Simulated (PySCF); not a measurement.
# Core-level binding energies of `C1CCC2(C1)CCCC2`

C9H16.
SMILES with atom numbers: `[CH2:1]1[CH2:2][CH2:3][C:4]2([CH2:5]1)[CH2:6][CH2:7][CH2:8][CH2:9]2`

Cartesian coordinates in Å at the PBE0-D3(BJ)/def2-SVP level; atoms count from 1:
```xyz
25
C9H16 angstrom
C      2.0554   -0.1046    1.3957
C      2.3281    0.5007   -0.0020
C      1.1207    0.1028   -0.8682
C      0.0036   -0.2614    0.1246
C      0.8096   -0.9736    1.2155
C     -1.1419   -1.0963   -0.5053
C     -2.4306   -0.2829   -0.3315
C     -1.9415    1.1578   -0.2197
C     -0.6973    1.0157    0.6486
H      2.9119   -0.6731    1.7879
H      1.8530    0.6954    2.1251
H      2.4335    1.5945    0.0599
H      3.2685    0.1282   -0.4353
H      0.8127    0.8906   -1.5745
H      1.3597   -0.7879   -1.4731
H      0.2346   -1.1158    2.1446
H      1.0930   -1.9768    0.8525
H     -1.2162   -2.0935   -0.0448
H     -0.9353   -1.2630   -1.5749
H     -2.9375   -0.5674    0.6060
H     -3.1537   -0.4407   -1.1462
H     -1.6657    1.5419   -1.2174
H     -2.6908    1.8481    0.1973
H     -1.0006    0.8679    1.6997
H     -0.0439    1.9018    0.6256
```

The calculation used PySCF 2.14.0, delta-SCF UKS SCAN, pcX-2 on the ionised atom, pcseg-1 elsewhere, spin-free X2C. Binding energies are ΔSCF values: E(core-ionised, relaxed orbitals) − E(ground state) at a fixed geometry, referred to the vacuum level.

Question: List the computed XPS lines with their assignment.

Answer: 
```
    atom(s)                    environment  level  binding energy (eV)  above the level's lowest (eV)  count
C3/C5/C6/C9                ring CH2 carbon   C 1s               290.00                           0.00      4
         C4  sp3 carbon at a ring junction   C 1s               290.01                          +0.01      1
C1/C2/C7/C8                ring CH2 carbon   C 1s               290.15                          +0.15      4
```

The 3 C 1s values lie within 0.15 eV of each other; Gaussian lines of 0.5 eV full width would blend them into one maximum.

Question: Express the binding energy of C 1s of C1/C2/C7/C8 in atomic units and per mole.

Answer: 290.15 eV = 10.6628 Eh = 27995 kJ/mol.

Topologically equivalent atoms share the value of their first member; where this conformer doesn't relate them by symmetry, their own values could differ. The structure is a single PBE0-D3(BJ)/def2-SVP conformer in the gas phase; no vibrational or solvent corrections.

On one thread, Arm Neoverse V2, shared host, this took 53 s.
